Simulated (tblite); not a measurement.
CH8N2SSi2.
Structure used (GFN2-xTB), in Å, numbered top down from 1:
```xyz
14
CH8N2SSi2 angstrom
C      2.2308    0.2239   -0.1015
S      1.8743    0.1355    1.6833
Si    -0.2479   -0.0732    1.6123
N     -0.8181   -1.2421    0.4599
Si    -1.7445   -0.1303   -0.5079
N     -1.0522    1.0547    0.5633
H      1.8890   -0.6890   -0.5779
H      1.7212    1.0828   -0.5255
H      3.3053    0.3285   -0.2075
H     -0.7114   -0.1839    2.9803
H     -0.7821   -2.2435    0.4674
H     -3.1874   -0.2811   -0.3705
H     -1.2573   -0.0207   -1.8782
H     -1.2204    2.0380    0.6605
```

All values are computed: GFN2-xTB (tblite) harmonic vibrations without scaling, gas phase. This tight-binding method is rough: wavenumbers can miss measured ones by several per cent, in bad cases by 10 to 20. Modes of hydrogen on silicon can be 10 to 20 % off. One conformer, not necessarily the lowest.

Harmonic wavenumbers (cm⁻¹): 47.0, 64.2, 76.2, 150.0, 156.1, 228.7, 256.6, 400.6, 418.2, 444.5, 479.2, 532.9, 555.2, 604.0, 670.3, 729.3, 753.3, 777.0, 832.1, 859.3, 929.6, 948.8, 957.9, 1056.9, 1101.0, 1314.6, 1448.5, 1448.7, 2267.2, 2296.2, 2358.4, 3036.4, 3041.3, 3058.3, 3532.3, 3541.5.

A = 3817, B = 1255, C = 1153 MHz; mass 135.995 u (most abundant isotopes); point group Cs, symmetry number 1.

Task: Zero-point energy?

Result: ½Σν̃ = 20686 cm⁻¹ = 247.46 kJ/mol.

Task: What is S at 298.15 K and 1 bar for an ideal gas of classical rigid rotors and harmonic oscillators?

Result: Translation 170.12, rotation 119.06, vibration 121.40: S = 410.6 J/(mol K).

Task: And Cp and H(298.15 K) − H(0)?

Result: Cp = 153.14 J/(mol K), of which vibrations give 119.88 (their classical limit is 36 R = 299.3); H(298.15 K) − H(0) = 28.57 kJ/mol without the zero-point energy, 18.65 from vibrations.

Task: How do the functions run with temperature in this model?

Result: 
| T (K) | S (J/(mol K)) | Cp (J/(mol K)) | H − H(0) (kJ/mol) | G − H(0) (kJ/mol) | ln q(vib) |
| --- | --- | --- | --- | --- | --- |
| 50 | 245.0 | 57.2 | 2.17 | -10.08 | 0.62 |
| 100 | 291.2 | 77.6 | 5.56 | -23.56 | 1.93 |
| 373.15 | 447.5 | 175.7 | 40.93 | -126.04 | 8.95 |
| 500 | 503.1 | 204.5 | 65.15 | -186.42 | 11.99 |
| 750 | 593.6 | 241.0 | 121.23 | -323.96 | 17.48 |
| 1000 | 666.4 | 264.6 | 184.62 | -481.75 | 22.32 |

q(vib) and H(0) count from the zero-point level.

Task: What must be added to the electronic energy to get the Gibbs energy at 298.15 K and 1 bar?

Result: ZPE + [H(298.15 K) − H(0)] − T·S = 247.46 + 28.57 − 122.41 = 153.62 kJ/mol.

Task: Which modes carry the vibrational entropy at 298.15 K?

Result: 47.0 cm⁻¹: 20.67; 64.2 cm⁻¹: 18.09; 76.2 cm⁻¹: 16.68; 150.0 cm⁻¹: 11.18; 156.1 cm⁻¹: 10.86; 228.7 cm⁻¹: 7.90 J/(mol K); the other 30 give 36.01 together.

Task: Blend soft modes into free rotors: weight 1/[1 + (100 cm⁻¹/ν̃)⁴] for the oscillator and the rest for a rotor with moment μB/(μ + B), μ = h/(8π²ν), B = 10⁻⁴⁴ kg m². What vibrational entropy results?

Result: 109.51 J/(mol K) in place of 121.40, which changes −T·S at 298.15 K by +3.54 kJ/mol.

Hindered rotation and anharmonicity are outside this model. Other conformers, if any are populated, would add a mixing term that is left out.
